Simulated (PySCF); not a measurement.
Vertical excitation energies

Compound: (LiF)4 ring, Li4F4.
Structure used (PBE0-D3(BJ)/def2-SVP), in Å, numbered top down from 1:
```xyz
8
Li4F4 angstrom
Li    -1.3801   -0.1956   -1.6426
F     -0.2654    1.0105   -1.9767
Li     1.0091    1.5497   -1.0302
F      1.7753    1.2989    0.4398
Li     1.3827    0.1890    1.6326
F      0.2639   -1.0103    1.9771
Li    -1.0173   -1.5468    1.0385
F     -1.7681   -1.2953   -0.4387
```

Computed, not measured: TDDFT wB97X-D/def2-SVPD, vertical, gas phase, core orbitals frozen in the response in PySCF 2.14.0, density-fitted response routines.

```
state  E (eV)  E (kJ/mol)  λ (nm)       f  |μ| (D)                main configurations (H = HOMO, L = LUMO)
   S1    8.41         811   147.5  0.0000     0.02  H-1/H→L (≥61%), H-3/H-2→L+1 (≥12%), H-3/H-2→L+2 (≥11%)
   S2    8.45         816   146.6  0.0001     0.05            H-1/H→L (≥64%), H-4→L+1 (11%), H-5→L+2 (10%)
   S3    8.52         822   145.6  0.0000     0.02                      H-3/H-2→L (≥57%), H-1/H→L+1 (≥16%)
   S4    8.52         822   145.5  0.0000     0.03                      H-3/H-2→L (≥57%), H-1/H→L+2 (≥15%)
   S5    8.60         830   144.2   0.067     1.44                           H-4→L (56%), H-1/H→L+1 (≥20%)
   S6    8.62         831   143.9   0.067     1.43                           H-5→L (56%), H-1/H→L+2 (≥20%)
   S7    8.68         837   142.9   0.208     2.51     H-6→L (53%), H-3/H-2→L+1 (≥16%), H-3/H-2→L+2 (≥15%)
   S8    8.86         855   140.0  0.0000     0.00               H-8→L (46%), H-5→L+1 (17%), H-4→L+2 (17%)
   S9    9.08         876   136.6  0.0000     0.01              H-7→L (64%), H-10→L+1 (10%), H-9→L+2 (10%)
```

Triplets, Tamm–Dancoff:

| state | E (eV) | λ (nm) | main configurations (H = HOMO, L = LUMO) |
| --- | --- | --- | --- |
| T1 | 8.37 | 148.2 | H-1/H→L (≥60%), H-3/H-2→L+1 (≥12%), H-3/H-2→L+2 (≥11%) |
| T2 | 8.39 | 147.8 | H-1/H→L (≥62%), H-4→L+1 (11%), H-5→L+2 (10%) |
| T3 | 8.47 | 146.3 | H-3/H-2→L (≥54%), H-1/H→L+1 (≥18%), H-6→L+2 (9%) |
| T4 | 8.48 | 146.2 | H-3/H-2→L (≥54%), H-1/H→L+2 (≥17%), H-6→L+1 (10%) |

The lowest singlet comes at 148 nm (811 kJ/mol) in the vacuum ultraviolet; it is dark (f under 0.0005); its leading configuration is HOMO-1/HOMO→LUMO (≥61%). The most intense listed level is S7 at 8.68 eV (143 nm, f = 0.208), 0.27 eV above S1. S3/S4 lie within about 0.01 eV of each other. Löwdin shares by element: HOMO (one of a set within 0.03 eV) fluorine 98%; LUMO lithium 98%. The listed states span 0.67 eV, and the widest gap between neighbours is 0.22 eV (S8 to S9). The oscillator strengths of these states sum to 0.342; summed over the whole spectrum of an exact calculation they would give the number of electrons, 48 (Thomas–Reiche–Kuhn). Weighted by f, the mean energy of these states is 8.65 eV. The vertical ionisation energy (ΔSCF) is 12.01 eV, 2.93 eV above S9. Orbitals of the list HOMO-3 to LUMO+2 that lie within 0.01 eV of each other are written together with a slash and their weights summed (≥ marks a lower bound); for degenerate orbitals outside that list single weights are arbitrary. Only the lowest 10 singlets were computed, as vertical energies without vibronic structure. The highest level found (9.23 eV, f 0.071 so far) is left out, since the window may have cut off a degenerate partner.

One conformer stands for the species.
